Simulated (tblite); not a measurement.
2-vinylthiophene, C6H6S.
SMILES with atom numbers: `[CH2:1]=[CH:2][c:3]1[cH:4][cH:5][cH:6][s:7]1` (hydrogens: H8, H9 on C1; H10 on C2; H11 on C4; H12 on C5; H13 on C6)

Computed with GFN2-xTB (tblite), gas phase: Langevin dynamics at 300 K from the optimised GFN2-xTB geometry, time step 0.5 fs, friction 0.01 fs⁻¹, 2000 steps. The instantaneous temperature is 2·E(kin)/(3Nk) with all 3N coordinates.

```csv
t (fs),T (K),E(pot) above start (eV),C1=C2 (Å),C2–C3 (Å),C3–C4 (Å),C4–C5 (Å),C5–C6 (Å),C1–H8 (Å),C1–C2–C3–C4 (°)
0,250,0.000,1.329,1.438,1.370,1.408,1.358,1.078,180
25,211,0.241,1.339,1.432,1.360,1.425,1.337,1.082,171
50,173,0.365,1.342,1.420,1.369,1.441,1.320,1.071,180
75,196,0.320,1.316,1.408,1.369,1.429,1.337,1.102,162
100,325,0.254,1.330,1.442,1.382,1.409,1.344,1.055,162
125,328,0.351,1.336,1.444,1.393,1.403,1.378,1.074,175
150,203,0.507,1.310,1.446,1.337,1.422,1.381,1.115,180
175,314,0.371,1.332,1.487,1.353,1.462,1.379,1.046,-175
200,423,0.354,1.343,1.416,1.372,1.433,1.346,1.093,179
225,319,0.627,1.343,1.423,1.406,1.408,1.319,1.105,170
250,306,0.494,1.301,1.393,1.402,1.387,1.344,1.053,162
275,244,0.360,1.298,1.444,1.406,1.404,1.351,1.070,149
300,272,0.332,1.352,1.438,1.381,1.409,1.390,1.109,152
325,127,0.532,1.336,1.446,1.347,1.412,1.413,1.031,157
350,283,0.189,1.322,1.459,1.371,1.400,1.381,1.089,162
375,244,0.311,1.315,1.440,1.404,1.377,1.384,1.102,176
400,211,0.377,1.311,1.460,1.416,1.381,1.367,1.037,-179
425,271,0.362,1.350,1.434,1.414,1.407,1.342,1.078,-174
450,327,0.392,1.342,1.439,1.391,1.433,1.331,1.130,-177
475,416,0.311,1.295,1.467,1.361,1.429,1.356,1.053,-167
500,372,0.511,1.324,1.433,1.323,1.410,1.378,1.080,-169
525,400,0.382,1.342,1.437,1.357,1.368,1.398,1.126,-177
550,387,0.458,1.349,1.432,1.377,1.382,1.367,1.044,-169
575,475,0.296,1.327,1.451,1.412,1.408,1.346,1.075,176
600,283,0.669,1.305,1.433,1.361,1.446,1.365,1.113,172
625,436,0.338,1.339,1.410,1.353,1.458,1.368,1.065,171
650,312,0.595,1.359,1.430,1.331,1.464,1.363,1.055,173
675,396,0.364,1.364,1.418,1.356,1.430,1.363,1.120,170
700,492,0.606,1.318,1.419,1.354,1.426,1.364,1.044,-176
725,511,0.377,1.301,1.499,1.399,1.425,1.374,1.072,-170
750,332,0.585,1.334,1.431,1.388,1.409,1.366,1.084,-173
775,207,0.651,1.341,1.470,1.373,1.412,1.339,1.124,-159
800,445,0.358,1.323,1.448,1.381,1.403,1.347,1.054,-175
825,328,0.530,1.326,1.458,1.351,1.424,1.383,1.037,174
850,353,0.429,1.347,1.466,1.344,1.434,1.371,1.119,-176
875,284,0.504,1.333,1.448,1.364,1.445,1.340,1.098,180
900,322,0.347,1.320,1.435,1.384,1.413,1.326,1.051,-171
925,323,0.455,1.334,1.437,1.399,1.406,1.321,1.079,-167
950,350,0.460,1.349,1.450,1.413,1.421,1.333,1.070,-166
975,317,0.378,1.319,1.423,1.376,1.409,1.371,1.088,-175
1000,224,0.615,1.331,1.422,1.384,1.397,1.402,1.117,175
```

Q: From 500 fs on, how do temperature and potential energy compare with equipartition?

A: The mean temperature of these 21 frames is 359 K against the target 300 K, and the mean potential energy 0.47 eV against 33 × kT/2 = 0.43 eV for 33 classical harmonic modes. For 13 atoms in a canonical ensemble the temperature itself scatters by T·√(2/(3N)) = 68 K; here its standard deviation is 79 K. The whole run lasts only 10 friction times of 100 fs, so these averages carry a wide statistical error.

Q: What are the kinetic and total energies of the listed frame with the highest potential energy?

A: The one at 600 fs, 0.669 eV above the start. Its kinetic energy is 3NkT/2 = 0.476 eV at 283 K, so the sum is 1.14 eV; over the listed frames the sum runs from 0.42 to 1.43 eV, since the thermostat adds and removes energy.

Q: How much do the listed bonds fluctuate from 500 fs on?

A: 
```json
{"bond": "C1=C2", "at the start (Å)": "1.329", "mean (Å)": "1.333", "standard deviation (Å)": "0.016"}
{"bond": "C2–C3", "at the start (Å)": "1.438", "mean (Å)": "1.441", "standard deviation (Å)": "0.020"}
{"bond": "C3–C4", "at the start (Å)": "1.370", "mean (Å)": "1.371", "standard deviation (Å)": "0.024"}
{"bond": "C4–C5", "at the start (Å)": "1.408", "mean (Å)": "1.419", "standard deviation (Å)": "0.023"}
{"bond": "C5–C6", "at the start (Å)": "1.358", "mean (Å)": "1.361", "standard deviation (Å)": "0.021"}
{"bond": "C1–H8", "at the start (Å)": "1.078", "mean (Å)": "1.082", "standard deviation (Å)": "0.028"}
```

The motion is classical and holds no zero-point motion.

The cost below is that of the whole dynamics run. The run took 11 s on one thread of an Arm Neoverse V1, shared host with 32 logical CPUs at a one-minute load of 9.2, and the process peaked at 0.18 GiB of memory.
